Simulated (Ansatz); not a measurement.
Job for Ansatz (an electronic-structure program): R-wB97X-V/def2-TZVPPD on H7OPSi (a complex). Files ending in .json are basis or fitting sets from the Basis Set Exchange.

Ansatz 0.2 input:
```yaml
crystal:
  periodic: [false, false, false]
  atoms:
    - {symbol: P, position_ang: [-0.24764424, 0.17427799, -0.36627793]}
    - {symbol: H, position_ang: [0.82048349, -0.50433316, -0.99940564]}
    - {symbol: H, position_ang: [-1.26217927, -0.59182909, -0.98737294]}
    - {symbol: H, position_ang: [-0.29698101, 1.22822421, -1.30892415]}
    - {symbol: O, position_ang: [-0.21128017, 0.73650925, 3.04061681]}
    - {symbol: Si, position_ang: [0.19617471, -0.59493006, 3.91836103]}
    - {symbol: H, position_ang: [-0.24304074, 0.64594763, 2.07731843]}
    - {symbol: H, position_ang: [-0.75321059, -1.71717218, 3.70054533]}
    - {symbol: H, position_ang: [0.15965492, -0.18870650, 5.33827874]}
    - {symbol: H, position_ang: [1.55609907, -1.08977178, 3.58100540]}
basis:
  gaussian:
    orbitals: def2-TZVPPD.json
hamiltonian:
  xc: {name: wB97X-V}
scf: {lower_state_search: off}
```

Program output:

```
WARN ansatz: RAYON_NUM_THREADS=1 ignored (pool sized by the plan → 1); use --threads N
Functional definition: wB97X-V
these checks for a lower state are left out or cut short: stability, starts, cluster_reference, orbital_swaps, neighbouring_geometries, increment
integrals: 0.25 GiB planned
1237 factors; their error is unknown
integrals: 0.28 GiB planned
374 factors; integrals over basis functions are off by at most 1.9e-5 eV
mean field: 1.78 GiB planned
mean field evaluation 1: about -19322.4738 eV, gradient 4.7e1 eV
mean field evaluation 2: about -19321.2409 eV, gradient 5.6e1 eV
mean field evaluation 4: about -19326.2919 eV, gradient 5.2e-1 eV
mean field evaluation 8: about -19326.3119 eV, gradient 4.2e-1 eV
mean field evaluation 16: about -19326.3121 eV, gradient 8.1e-6 eV
mean field -19326.31210357 eV, -710.2288699614 hartree, gradient 8.1e-6 eV, S^2 0.000000; 0 other end points of the search recorded, 0 dependent functions left out
reference -19326.31210095 eV, -710.2288698652 hartree; 22, 22 occupied and 233, 233 virtual orbitals, 1237 factors
Total energy: -19326.31210095 eV, -710.2288698652 hartree
Checks for a lower state left out: stability, starts, cluster_reference, orbital_swaps, neighbouring_geometries, increment
```

The calculation finished and met its thresholds.

Cost: about 5 core-seconds (a rough figure).
